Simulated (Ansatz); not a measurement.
Ideal-gas functions of CH₄BNO, SMILES `BC(N)=O` at 500 K and 1 bar, from an Ansatz frequency run at PBE0-D4/def2-TZVP.

Molar mass 56.86 g/mol, point group Cs (symmetry number 1), electronic degeneracy 1, moments of inertia 22.999, 70.051, 88.634 u Å². Harmonic wavenumbers (cm⁻¹, unscaled): 283, 360, 455, 532, 661, 814, 834, 877, 992, 1093, 1192, 1476, 1608, 1734, 2574, 2663, 3578, 3732.

Use S(trans) = R[1.5 ln M + 2.5 ln T − 1.1517]; rotational temperatures θ = 24.2544 K / I; S(rot) = R[ln(√π/σ · √(T³/θAθBθC)) + 1.5]; for each mode x = 1.438777 ν̃/T, S = R[x/(eˣ − 1) − ln(1 − e⁻ˣ)] and H = RT x/(eˣ − 1); 1 cm⁻¹ = 0.0119627 kJ/mol; R = 8.31446 J/(mol·K).

Problem. By hand: the entropy, in J/(mol·K).

Solution. Translation 170.0. Rotation: θ = 1.0546, 0.3462, 0.2736 K, giving 104.3. Vibration, mode by mode: 10.25, 8.38, 6.64, 5.54, 4.12, 2.91, 2.78, 2.52, 1.94, 1.54, 1.23, 0.63, 0.46, 0.34, 0.04, 0.03, 0.00, 0.00, in all 49.4. Electronic 0.0. Sum 323.7 J/(mol·K).

Problem. By hand: H − E and G − E in kJ/mol, counted from the electronic energy.

Solution. Zero-point energy ½ × 25458 × 0.0119627 = 152.3; thermal vibration 15.6; translation, rotation and pV give 4 RT = 16.6. H − E = 184.5 kJ/mol, and G − E = 184.5 − 500 × 323.7/1000 = 22.7 kJ/mol.

Vibration gives 15 % of the entropy. The sum counts one conformer and one mirror image; others add a mixing term.
